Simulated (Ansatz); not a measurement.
`OC(F)(Cl)[TeH]` + H₂ → `OC(F)Cl` + H₂Te at 600 K and 1 bar (hydrogenolysis of a C–Te bond).

Program: Ansatz. Geometries: PBE0-D4/def2-TZVP. ΔE: electronic, gas phase. CCSD(T)/CBS is the MP2 limit (def2-TZVPP, def2-QZVPP) plus CCSD(T) − MP2 in def2-TZVPP, frozen cores. This one scheme is used for every species. def2 core potentials past Kr. For Te outer-core shells are correlated without core-valence functions, which leaves a few kJ/mol of doubt a bond. Each species was taken in one conformer, which may not be the lowest.

| species | CCSD(T)/CBS energy (Eh) | H − E (kJ/mol) | S (J/(mol·K)) |
| --- | --- | --- | --- |
| `OC(F)(Cl)[TeH]` | -941.69612 | 134.2 | 428.7 |
| H₂ | -1.17544 | 43.9 | 150.8 |
| `OC(F)Cl` | -673.99326 | 131.3 | 340.0 |
| H₂Te | -268.91024 | 52.9 | 255.0 |

H − E and S are ideal-gas, rigid-rotor, harmonic terms from PBE0-D4/def2-TZVP, for one conformer and one mirror image of each species. For small species the MP2-based limit differs from directly extrapolated CCSD(T) by up to some mEh (0.8 for H₂); such offsets cancel only in part. 1 Eh = 2625.50 kJ/mol, R = 8.31446 J/(mol·K).

Problem. By hand: ΔE, ΔH, ΔS and ΔG.

Solution. ΔE = (-673.99326) + (-268.91024) − (-941.69612) − (-1.17544) = -0.03194 Eh = -83.9 kJ/mol. Δ(H − E) = 131.3 + 52.9 − 134.2 − 43.9 = 6.1, so ΔH = -77.8 kJ/mol. ΔS = 340.0 + 255.0 − 428.7 − 150.8 = 15.5 J/(mol·K). ΔG = -77.8 − 600 × (15.5)/1000 = -87.1 kJ/mol.

Problem. By hand: the equilibrium constant, and the temperature at which ΔG would vanish if ΔH and ΔS stayed fixed.

Solution. log₁₀ K = −ΔG/(RT ln 10) = 7.6. ΔH and −TΔS have one sign here, so there is no such temperature.

ΔH outweighs TΔS. A doubt of 5 kJ/mol in ΔE shifts log₁₀ K by 0.4 here. Other conformers and mirror images would add mixing entropy, several J/(mol·K) or more a flexible species. These are equilibria of isolated gas molecules and say nothing of rates. Largest T1 diagnostic: 0.012 (customary marks: 0.02 for closed shells, 0.045 for open ones).
